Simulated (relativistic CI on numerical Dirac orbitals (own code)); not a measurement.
Zeeman pattern of Ag I 8273.51 Å at 1 T

Problem. The line 4d¹⁰5p ²P°3/2 – 4d¹⁰6s ²S1/2 of Ag I lies at 8273.51 Å (air; NIST Handbook). Calculate its Zeeman pattern at B = 1 T, seen across the field, in LS coupling, and compare it with the Doppler width at an assumed gas temperature of 1000 K.

Working.
1. Landé factors g = 3/2 + [S(S + 1) − L(L + 1)]/[2J(J + 1)]: lower 1.3333, upper 2.0000.
2. The unit is μB B/hc = 0.46686 × 1 = 0.4669 cm⁻¹, or 319.7 mÅ at this wavelength. A component is shifted by g_u m_u − g_l m_l units. Seen across the field, the strengths for lower J and m are J² − m² (π) and ¼(J − m)(J − m − 1) (σ).
3. π components (Δm = 0), symmetric about zero, as shift (strength, strongest of all = 100): ±0.333 (100).
4. σ components with Δm = +1, mirrored for −1: 1.000 (75), 1.667 (25).
5. The centre of the σ group lies at ḡ = 1.167 units, 372.9 mÅ from the line centre.
6. The Doppler width is 7.16 × 10⁻⁷ λ √(T/M) = 18.1 mÅ (FWHM, M = 107), so the sum of Gaussians shows separate peaks away from the centre.

Check. A relativistic CI calculation gives g = 1.3341 and 2.0023 for the two levels. The nearest fine-structure partner lies 921 cm⁻¹ away, 1972 Zeeman units, so the weak-field formulas hold; hyperfine structure, which matters at weak fields for isotopes with nuclear spin, is neglected.
